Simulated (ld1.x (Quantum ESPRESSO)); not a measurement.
u(r) = r·R(r): atom against pseudo-atom (Ag)

Columns: radius, all-electron u(r) and pseudo u(r) of the 4s shell (level -95.08 eV) of silver in the configuration [Ar] 3d10 4s2 4p6 4d10 5s1 5p0; LDA (PZ), scalar-relativistic, TM scheme, ld1.x (Quantum ESPRESSO) 7.5.

```tsv
r (bohr)	all-electron	pseudo
0.088	-0.4472	-0.0784
0.175	0.1758	-0.1624
0.262	0.6727	-0.2598
0.350	0.5042	-0.3813
0.438	0.0044	-0.5366
0.525	-0.5070	-0.7293
0.612	-0.8937	-0.9441
0.700	-1.1257	-1.1288
0.788	-1.2187	-1.2187
0.875	-1.2104	-1.2104
0.962	-1.1389	-1.1389
1.050	-1.0309	-1.0309
1.138	-0.9082	-0.9082
1.225	-0.7857	-0.7857
1.312	-0.6697	-0.6697
1.400	-0.5633	-0.5633
1.487	-0.4705	-0.4705
1.575	-0.3894	-0.3894
1.662	-0.3211	-0.3211
1.750	-0.2629	-0.2629
1.838	-0.2145	-0.2145
1.925	-0.1748	-0.1748
2.012	-0.1420	-0.1420
2.100	-0.1150	-0.1150
2.188	-0.0928	-0.0928
2.275	-0.0750	-0.0750
```

(1) How many radial nodes do the two functions have?

(2) At about which radius was the pseudo-wave matched?

(3) Is the pseudo-wave norm-conserving?

## Answers

(1) The all-electron 4s function has n − l − 1 = 3 (the table is too coarse to show those close to the nucleus); the pseudo-wave has 0, since the states of the same l below it are removed with the core.

(2) 0.80 bohr, where the columns begin to agree (steps of 0.09 bohr).

(3) Yes: the TM scheme keeps the norm inside the radius equal to the all-electron one, which fixes the energy derivative of the logarithmic derivative at the level.
